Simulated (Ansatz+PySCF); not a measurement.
A calculation with Ansatz (development build ahead of 0.2.0).

```yaml
crystal:
  periodic: [false, false, false]
  atoms:
    - { symbol: Co, position_ang: [0.0, 0.0, 0.0] }
    - { symbol: F, position_ang: [0.0, 0.0, 1.736] }
basis:
  gaussian: { orbitals: def2-SVP }
magnetization:
  initial_magnetization: 2
hamiltonian:
  xc: pbe
```

The input is written out in the form of the current development build from the run's settings.

The run gave:

| Item | Value |
| --- | --- |
| Converged | yes |
| Total energy | -1481.97655 hartree |

Caution: another spin multiplicity may lie lower.
